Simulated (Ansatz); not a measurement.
Gas-phase electronic energies from Ansatz, PBE0-D4/def2-TZVP geometries. CCSD(T)/CBS is the MP2 limit (def2-TZVPP, def2-QZVPP) plus CCSD(T) − MP2 in def2-TZVPP, frozen cores. Functionals use def2-TZVPP. B3LYP here is the variant with VWN-RPA as its local correlation; programs differ in this. HSE06 is defined as in plane-wave codes. def2 core potentials past Kr. For I, Te outer-core shells are correlated without core-valence functions, which leaves a few kJ/mol of doubt a bond.

Consider the ligand exchange at the Si–I bond: `Cl[Si](Cl)(Cl)I` + H₂Te → `Cl[Si](Cl)(Cl)[TeH]` + HI.

`Cl[Si](Cl)(Cl)I`:

Cartesian coordinates in Å:
```
Cl -1.928 0.005 -0.699
Si -0.006 0.036 -0.054
Cl 1.187 -0.718 -1.510
Cl 0.534 1.955 0.309
I 0.213 -1.277 1.954
```

H₂Te:

Z-matrix (Å, degrees):
```
Te
H 1 1.656
H 1 1.656 2 90.4
```

`Cl[Si](Cl)(Cl)[TeH]`:

Cartesian coordinates in Å:
```
Cl -2.111 -0.453 0.177
Si -0.093 -0.517 -0.084
Cl 0.622 -2.253 0.705
Cl 0.250 -0.512 -2.091
Te 1.083 1.307 1.092
H 0.249 2.429 0.200
```

HI:

Cartesian coordinates in Å:
```
I -0.488 0.612 -0.186
H 0.488 -0.612 0.186
```

Task: Is it downhill or uphill in electronic energy at CCSD(T)/CBS, and by how much? (Best estimate.)

Result: Ansatz gave: Uphill: ΔE = +18.7 kJ/mol.

Task: What do these levels give: LDA (SPW92), B97M-V, CAM-B3LYP-D4, PBE0, B3LYP, HSE06, MP2/def2-SVP, CCSD/def2-SVP, CCSD(T)/def2-SVP, SCS-MP2/def2-TZVPP, CCSD/def2-TZVPP, MP2/def2-QZVPP? (Best estimate.)

Result: Computed: LDA (SPW92) 16.5, B97M-V 21.4, CAM-B3LYP-D4 19.0, PBE0 18.3, B3LYP 18.8, HSE06 18.3, MP2/def2-SVP 19.3, CCSD/def2-SVP 18.2, CCSD(T)/def2-SVP 17.7, SCS-MP2/def2-TZVPP 19.9, CCSD/def2-TZVPP 18.9, MP2/def2-QZVPP 20.0 kJ/mol.

Task: What do rigid-rotor, harmonic-oscillator terms from PBE0-D4/def2-TZVP frequencies (298.15 K, 1 bar) make of the CCSD(T)/CBS value? (An estimate is asked.)

Result: The calculation gave: ΔZPE = -0.7 kJ/mol, ΔH = +19.1 kJ/mol, ΔS = 5 J/(mol·K), ΔG = +17.7 kJ/mol.

Largest T1 diagnostic among the species: 0.010.

From BLYP to BHLYP (50 % exact exchange), in def2-TZVPP and without D4, ΔE moves by +3.5 kJ/mol. Leaving LDA and LC-ωPBE aside and taking each functional with its dispersion term where it has one, the values, not all of them listed here, spread over 5.4 kJ/mol, from PBE-D4 to B97M-V.
